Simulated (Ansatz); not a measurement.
A structure relaxed at PBE0-D4/def2-TZVP, charge 0, multiplicity 1:

Cartesian coordinates in Å:
```
C 1.428 0.092 -0.600
O 0.697 0.177 0.592
Zn -1.058 0.092 0.730
O -2.804 0.144 0.991
H 2.492 0.194 -0.363
H 1.173 0.886 -1.315
H 1.298 -0.872 -1.111
H -3.226 -0.712 1.078
```

**Question.** Give its formula and SMILES.

**Answer.** CH4O2Zn, `C[O][Zn][OH]`.

**Question.** Summarise the bond lengths by kind.

**Answer.** 1 × C–O 1.401 Å; 3 × C–H 1.096 to 1.099 Å; 2 × O–Zn 1.763 to 1.766 Å; 1 × H–O 0.959 Å.

Computed with Ansatz.
